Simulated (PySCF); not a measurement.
```xyz
3
charge 0 multiplicity 3, angstrom
Ge    0.0000    0.0000    0.0000
N     0.0000    0.0000    1.7155
N     0.0000    0.0000   -1.7155
```

Level of theory: PySCF, UPBE0, basis Ge def2-TZVP, N def2-TZVP (no relativity, density fitting).

This geometry of GeN2 is a stationary point at this level.

Question: What is the point group?

Answer: D∞h.

Question: Is it a minimum?

Answer: Yes: all harmonic wavenumbers are real.

Question: Give the atomic charges and bond orders.

Answer: 
| atom | Mulliken | Löwdin | polar tensor | spin (Mulliken) | Mayer order to Ge1 |
| --- | --- | --- | --- | --- | --- |
| Ge1 | 0.57 | 0.43 | -0.52 | -0.70 | – |
| N2,3 | -0.29 | -0.22 | 0.26 | 1.35 | 1.89 |
Other Mayer orders above 0.3: N–N 0.30.

Question: Give the ideal-gas entropy at 298.15 K and 1 bar by parts.

Answer: translation 166.5, rotation 60.1, vibration 27.4, spin 9.1; total 263.1 J/(mol K).

Question: What is the atomisation energy, with and without zero-point energy?

Answer: 521 kJ/mol without, 511 kJ/mol with.

The determinant is spin-contaminated (⟨S²⟩ = 2.25, pure value 2.00). Only a few start shapes were tried, so a lower isomer may exist.
